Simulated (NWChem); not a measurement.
# TeClF; SMILES F[Te]Cl

Program: NWChem. The level has its own optimisation; frequencies are unscaled.

**Question.** What does the run give for B3LYP/3-21G (all-electron, non-relativistic)? Quantities: r F–Te (Å); r Cl–Te (Å); highest harmonic frequency (cm⁻¹); lowest (cm⁻¹); zero-point energy (kcal/mol).

**Answer.** 
```yaml
r F–Te (Å): 1.950
r Cl–Te (Å): 2.503
highest harmonic frequency (cm⁻¹): 615
lowest (cm⁻¹): 146
zero-point energy (kcal/mol): 1.5
```
